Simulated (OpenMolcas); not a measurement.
# B II: effect of the basis set

* Program: OpenMolcas
* Method: CASSCF
* Active space: 2 electrons in 4 orbitals (2s 2p)
* State averaging: 2S+1 = 3 even, 3 roots; 2S+1 = 1 even, 7 roots; 2S+1 = 3 odd, 3 roots; 2S+1 = 1 odd, 3 roots
* Spin-orbit coupling: state interaction with AMFI integrals over the reference wave functions, term energies averaged over their components

A. ANO-RCC-VDZP [3s2p1d], DKH2, point nucleus; cost about 13 core-seconds
B. ANO-RCC-VTZP [4s3p2d1f], DKH2, point nucleus; cost about 15 core-seconds
C. ANO-L-VTZP [4s3p2d1f], non-relativistic, point nucleus; cost roughly 9 core-seconds
D. ANO-R3 [4s4p2d1f], X2C, finite nucleus; cost about 7 core-seconds
E. ANO-R2 [4s4p2d1f], X2C, finite nucleus; cost roughly 10 core-seconds
F. ANO-RCC-VQZP [5s4p3d2f1g], DKH2, point nucleus; cost of the order of 8 core-seconds

Energies in eV above 2s² ¹S₀, the measured ground level; measured values from NIST Handbook of Basic Atomic Spectroscopic Data.

```csv
Level,A,B,C,D,E,F,Measured
2s² ¹S₀,0.0000,0.0000,0.0000,0.0000,0.0000,0.0000,0.0000
2s 2p ³P°₀,4.6853,4.6762,4.7049,4.6707,4.6707,4.6717,4.6290
2s 2p ³P°₁,4.6863,4.6771,4.7057,4.6716,4.6716,4.6726,4.6298
2s 2p ³P°₂,4.6882,4.6789,4.7074,4.6734,4.6734,4.6745,4.6318
2s 2p ¹P°₁,10.3526,10.3372,10.3890,10.3077,10.3077,10.3196,9.1000
2p² ³P₀,12.4543,12.4505,12.5147,12.4413,12.4413,12.4477,12.2634
2p² ³P₁,12.4552,12.4514,12.5155,12.4422,12.4422,12.4486,12.2645
2p² ³P₂,12.4571,12.4532,12.5171,12.4440,12.4440,12.4504,12.2662
2p² ¹D₂,13.9678,13.9656,14.0354,13.9496,13.9496,13.9619,12.6914
2p² ¹S₀,17.6644,17.6560,17.7455,17.6226,17.6226,17.6436,15.8280
```

Deviations, from unrounded energies. A percentage is the sum of absolute deviations over the sum of measured energies, with the sign that they share, or ± where signs differ.

```
           Against measurement  Levels     A     B     C     D     E     F
mean absolute deviation (cm-1)       9  4600  4500  5000  4400  4400  4500
      other configurations (%)       9  +5.8  +5.7  +6.3  +5.6  +5.6  +5.6
```

A, B, D, E, F lie about equally close to measurement and C furthest from it. The largest miss of D in the table is 2p² ¹S₀, by +14000 cm-1. The ranking rests on the paired levels alone, and a cruder setting can come out closer through cancelling errors.

Among A to F the level of the table that moves most is 2p² ¹S₀, by 990 cm-1 (lowest in D, highest in C).

Without dynamic correlation excited terms often stand tens of per cent too high (terms of higher spin than the ground term too low), and those without a measured partner can miss by more than the paired ones. Measured partners are found by configuration, term and J. A level has none where our copy of the source lacks it or the pairing is in doubt (some pairs that miss far off the trend of their configuration count as doubtful), and it then counts in no deviation. Only configurations of the active space appear.

° marks odd parity.
